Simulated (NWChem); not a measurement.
System: HSO₄ anion

Parts of the log:

```
             Northwest Computational Chemistry Package (NWChem) 7.3.0
             --------------------------------------------------------

 C1  symmetry detected

                             Geometry "geometry" -> ""
                             -------------------------

 Output coordinates in angstroms (scale by  1.889725989 to convert to a.u.)

  No.       Tag          Charge          X              Y              Z
 ---- ---------------- ---------- -------------- -------------- --------------
    1 O                    8.0000     0.71290106    -0.49206138     1.25353837
    2 S                   16.0000    -0.01106237    -0.15641120    -0.00272517
    3 O                    8.0000     0.76629750    -0.44078487    -1.23997094
    4 O                    8.0000    -1.43898260    -0.53928178    -0.04042587
    5 O                    8.0000    -0.11819783     1.55308942     0.02820659
    6 H                    1.0000     0.80085274     1.85488813     0.03281759

 Effective nuclear repulsion energy (a.u.)     270.1981207424

                                 NWChem DFT Module
                                 -----------------

 Summary of "ao basis" -> "ao basis" (spherical)
 ------------------------------------------------------------------------------
       Tag                 Description            Shells   Functions and Types
 ---------------- ------------------------------  ------  ---------------------
 O                         def2-svpd                 9       23   4s3p2d
 S                         def2-svpd                11       27   5s4p2d
 H                         def2-svpd                 4        8   2s2p

            General Information
            -------------------
          SCF calculation type: DFT
          Wavefunction type:  closed shell.
          No. of atoms     :     6
          No. of electrons :    50
           Alpha electrons :    25
            Beta electrons :    25
          Charge           :    -1
          Spin multiplicity:     1
          Use of symmetry is: off; symmetry adaption is: off
          Maximum number of iterations: 150
          AO basis - number of functions:   127
                     number of shells:    51
          Convergence on energy requested:  1.00D-06
          Convergence on density requested:  1.00D-05
          Convergence on gradient requested:  5.00D-04

              XC Information
              --------------
                        Slater Exchange Functional  1.000 local
            Perdew 1991 LDA Correlation Functional  1.000 local

             Grid Information
             ----------------
          Grid used for XC integration:  medium
          Radial quadrature: Mura-Knowles
          Angular quadrature: Lebedev.
          Tag              B.-S. Rad. Rad. Pts. Rad. Cut. Ang. Pts.
          ---              ---------- --------- --------- ---------
          O                   0.60       49          10.0       434
          S                   1.00       88          10.0       590
          H                   0.35       45          11.0       434
          Grid pruning is: on
          Number of quadrature shells:   329
          Spatial weights used:  Erf1

      Superposition of Atomic Density Guess
      -------------------------------------

 Sum of atomic energies:        -696.62809861

 Renormalizing density from      49.00 to     50

      Non-variational initial energy
      ------------------------------

 Total energy =    -706.973155
 1-e energy   =   -1530.477639
 2-e energy   =     553.306363
 HOMO         =      -0.086723
 LUMO         =       0.212929

     ---------------------------------------------
      Total Density - Mulliken Population Analysis
     ---------------------------------------------

    Atom       Charge   Shell Charges
 -----------   ------   -------------------------------------------------------
    1 O    8     9.24   1.99  1.09  0.77  0.03  2.90  2.17  0.28  0.01  0.01
    2 S   16    12.73   2.00  1.98  0.83 -0.11 -0.03  5.89  1.05  0.85 -0.07  0.44 -0.10
    3 O    8     9.24   1.99  1.09  0.77  0.03  2.90  2.17  0.28  0.01  0.01
    4 O    8     9.25   1.99  1.09  0.77  0.04  2.89  2.16  0.28  0.01  0.01
    5 O    8     8.83   1.99  1.07  0.70  0.03  2.79  2.01  0.23  0.01  0.01
    6 H    1     0.72   0.60  0.06  0.05  0.01

   convergence    iter        energy       DeltaE   RMS-Dens  Diis-err
 ---------------- ----- ----------------- --------- --------- ---------
 d= 0,ls=0.0,diis     1   -695.5028982888 -9.66D+02  3.47D-02  4.05D+00
 d= 0,ls=0.0,diis     2   -694.2470534349  1.26D+00  2.37D-02  1.77D+01
 d= 0,ls=0.0,diis     3   -695.8768231781 -1.63D+00  5.40D-03  6.02D-01
 d= 0,ls=0.0,diis     4   -695.9071126374 -3.03D-02  2.58D-03  2.86D-01
 d= 0,ls=0.0,diis     5   -695.9322869092 -2.52D-02  7.38D-04  3.05D-02
  Resetting Diis
 d= 0,ls=0.0,diis     6   -695.9350458466 -2.76D-03  1.47D-04  4.29D-04
 d= 0,ls=0.0,diis     7   -695.9350730530 -2.72D-05  2.44D-04  2.15D-04
 d= 0,ls=0.0,diis     8   -695.9349046259  1.68D-04  1.82D-04  1.95D-03
 d= 0,ls=0.0,diis     9   -695.9350942383 -1.90D-04  8.51D-06  2.00D-06
 d= 0,ls=0.0,diis    10   -695.9350944135 -1.75D-07  3.18D-06  4.54D-07

         Total DFT energy =     -695.935094413541
      One electron energy =    -1510.637316272160
           Coulomb energy =      601.617185999689
    Exchange-Corr. energy =      -57.113084883454
 Nuclear repulsion energy =      270.198120742384

 Numeric. integr. density =       50.000004396739

                       DFT Final Molecular Orbital Analysis
                       ------------------------------------

 Vector   23  Occ=2.000000D+00  E=-8.474058D-02
              MO Center= -4.4D-01, -3.0D-01, -4.1D-02, r^2= 2.6D+00
   Bfn.  Coefficient  Atom+Function         Bfn.  Coefficient  Atom+Function
  ----- ------------  ---------------      ----- ------------  ---------------
    79      0.408202  4 O  py                82      0.288988  4 O  py
    56     -0.262381  3 O  py                 6     -0.244855  1 O  py
    78     -0.224541  4 O  px                59     -0.182856  3 O  py
     9     -0.170999  1 O  py               101      0.157965  5 O  px
    55     -0.128391  3 O  px                81     -0.127390  4 O  px

 Vector   24  Occ=2.000000D+00  E=-6.756563D-02
              MO Center=  3.9D-01,  1.1D-01,  2.8D-02, r^2= 2.8D+00
   Bfn.  Coefficient  Atom+Function         Bfn.  Coefficient  Atom+Function
  ----- ------------  ---------------      ----- ------------  ---------------
   103     -0.363610  5 O  pz                 6      0.361611  1 O  py
    56     -0.358537  3 O  py                 9      0.256860  1 O  py
    59     -0.254050  3 O  py               106     -0.252222  5 O  pz
    80      0.143729  4 O  pz                 7      0.137600  1 O  pz
    57      0.121666  3 O  pz                12      0.107640  1 O  py

 Vector   25  Occ=2.000000D+00  E=-4.716031D-02
              MO Center=  6.5D-02, -4.8D-01, -6.3D-03, r^2= 2.7D+00
   Bfn.  Coefficient  Atom+Function         Bfn.  Coefficient  Atom+Function
  ----- ------------  ---------------      ----- ------------  ---------------
    80      0.376231  4 O  pz                 5      0.340738  1 O  px
    55     -0.330941  3 O  px                83      0.269189  4 O  pz
     8      0.243344  1 O  px                58     -0.236419  3 O  px
    57     -0.218393  3 O  pz                 7     -0.204330  1 O  pz
    60     -0.156230  3 O  pz                10     -0.146144  1 O  pz

 Vector   26  Occ=0.000000D+00  E= 1.230034D-01
              MO Center=  8.8D-01,  1.5D+00,  2.8D-02, r^2= 7.4D+00
   Bfn.  Coefficient  Atom+Function         Bfn.  Coefficient  Atom+Function
  ----- ------------  ---------------      ----- ------------  ---------------
    28      3.423800  2 S  s                 27      1.520953  2 S  s
   100     -1.354565  5 O  s                 54     -1.174791  3 O  s
     4     -1.159459  1 O  s                 39      0.741423  2 S  py
   108      0.669057  5 O  py                38      0.456295  2 S  px
    77     -0.443197  4 O  s                 63     -0.251504  3 O  pz

 Vector   27  Occ=0.000000D+00  E= 1.682136D-01
              MO Center= -3.6D-01, -1.2D+00, -2.4D-02, r^2= 1.1D+01
   Bfn.  Coefficient  Atom+Function         Bfn.  Coefficient  Atom+Function
  ----- ------------  ---------------      ----- ------------  ---------------
    28      2.095953  2 S  s                 39     -1.910078  2 S  py
    77     -1.867459  4 O  s                 27      1.384146  2 S  s
    38     -0.857364  2 S  px                 4     -0.729389  1 O  s
    54     -0.702038  3 O  s                100      0.683526  5 O  s
    84     -0.518729  4 O  px                36     -0.352550  2 S  py

 Vector   28  Occ=0.000000D+00  E= 1.800733D-01
              MO Center=  2.0D-01,  1.7D-01,  7.1D-05, r^2= 1.4D+01
   Bfn.  Coefficient  Atom+Function         Bfn.  Coefficient  Atom+Function
  ----- ------------  ---------------      ----- ------------  ---------------
    38      2.794235  2 S  px                77      1.378761  4 O  s
    54     -1.235364  3 O  s                  4     -1.166863  1 O  s
    39     -0.878971  2 S  py               108     -0.627758  5 O  py
   100      0.573618  5 O  s                107     -0.505819  5 O  px
    35      0.423222  2 S  px                63     -0.373307  3 O  pz

     ---------------------------------------------
      Total Density - Mulliken Population Analysis
     ---------------------------------------------

[...]
```

Level: LDA (Slater exchange, PW92)/def2-SVPD. All runs use the structure optimised with B3LYP/def2-SVPD. Not confirmed as a minimum by frequencies.

Reconstruct the input file.

One answer among several that fit: the input that was run:
```
start job
memory heap 200 mb stack 900 mb global 1100 mb
charge -1
geometry units angstroms noautoz
  O      0.890544    -0.162466     1.241799
  S      0.074004    -0.175453    -0.002418
  O      0.880470    -0.120759    -1.252440
  O     -1.061572    -1.122725    -0.012921
  O     -0.740546     1.331408     0.024141
  H     -0.033198     1.991139     0.011046
end
basis spherical
  * library def2-svpd
end
dft
  xc slater pw91lda
  iterations 150
  mulliken
end
task dft energy
```
